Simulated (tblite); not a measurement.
Species: C₆H₅F₂O₂ (doublet state).
Structure used (GFN2-xTB), in Å, numbered top down from 1:
```
atom  x, y, z in Å
C1     3.356    0.245   -0.640
C2     2.265    0.219   -0.155
C3     0.910    0.246    0.389
C4     0.270   -1.147    0.390
O5    -1.054   -1.030    0.912
C6    -1.834   -0.190    0.183
F7    -2.093   -0.753   -1.046
O8    -1.328    1.083    0.005
C9    -0.009    1.156   -0.443
F10    0.061    0.798   -1.762
H11    0.939    0.639    1.412
H12    0.793   -1.834    1.054
H13    0.244   -1.556   -0.627
H14   -2.800   -0.081    0.693
H15    0.276    2.214   -0.388
```

All values are computed: GFN2-xTB (tblite) harmonic vibrations without scaling, gas phase. Against measured fundamentals such values can be off by several per cent, at times by over 20. One conformer, not necessarily the lowest. Open shells enter through the occupations alone, without spin polarisation, and single modes of such species can be off by tens of per cent.

Harmonic wavenumbers (cm⁻¹): 72.4, 96.4, 132.9, 143.1, 236.4, 259.5, 320.6, 355.1, 432.0, 455.6, 538.2, 576.3, 650.7, 768.3, 892.2, 936.6, 946.6, 963.4, 980.3, 1002.1, 1057.2, 1076.8, 1093.9, 1121.6, 1182.4, 1209.1, 1244.0, 1253.4, 1271.6, 1281.0, 1296.2, 1311.3, 1453.8, 2311.7, 2930.7, 2933.0, 2944.1, 2959.5, 3010.8.

A = 2604, B = 1117, C = 960.7 MHz; mass 147.026 u (most abundant isotopes); point group C1, symmetry number 1; spin multiplicity 2.

Question: Zero-point energy?

Answer: Half the sum of the wavenumbers: 21850 cm⁻¹ = 261.39 kJ/mol.

Question: Give the ideal-gas entropy at 298.15 K and 1 bar in the rigid-rotor, harmonic-oscillator model (classical rotation).

Answer: Translation 171.10, rotation 121.89, vibration 99.37, spin (R ln 2) 5.76: S = 398.1 J/(mol K).

Question: And Cp and H(298.15 K) − H(0)?

Answer: Cp = 143.47 J/(mol K), of which vibrations give 110.21 (their classical limit is 39 R = 324.3); H(298.15 K) − H(0) = 26.21 kJ/mol without the zero-point energy, 16.30 from vibrations.

Question: How do the functions run with temperature in this model?

Answer: 
| T (K) | S (J/(mol K)) | Cp (J/(mol K)) | H − H(0) (kJ/mol) | G − H(0) (kJ/mol) | ln q(vib) |
| --- | --- | --- | --- | --- | --- |
| 100 | 288.0 | 71.1 | 4.97 | -23.83 | 1.10 |
| 200 | 348.6 | 107.3 | 13.92 | -55.80 | 3.22 |
| 300 | 399.0 | 144.2 | 26.48 | -93.22 | 5.42 |
| 500 | 488.7 | 208.7 | 62.16 | -182.20 | 9.83 |
| 800 | 600.6 | 265.4 | 134.21 | -346.24 | 16.17 |
| 1000 | 662.3 | 287.7 | 189.66 | -472.68 | 20.08 |

q(vib) and H(0) count from the zero-point level.

Question: Which modes carry the vibrational entropy at 298.15 K?

Answer: 72.4 cm⁻¹: 17.10; 96.4 cm⁻¹: 14.75; 132.9 cm⁻¹: 12.15; 143.1 cm⁻¹: 11.56; 236.4 cm⁻¹: 7.66; 259.5 cm⁻¹: 6.97 J/(mol K); the other 33 give 29.19 together.

Question: Blend soft modes into free rotors: weight 1/[1 + (100 cm⁻¹/ν̃)⁴] for the oscillator and the rest for a rotor with moment μB/(μ + B), μ = h/(8π²ν), B = 10⁻⁴⁴ kg m². What vibrational entropy results?

Answer: 94.49 J/(mol K) in place of 99.37, which changes −T·S at 298.15 K by +1.45 kJ/mol.

Hindered rotation and anharmonicity are outside this model. Other conformers, if any are populated, would add a mixing term that is left out. The structure is chiral; the term R ln 2 for an equal mix with its mirror image is left out.
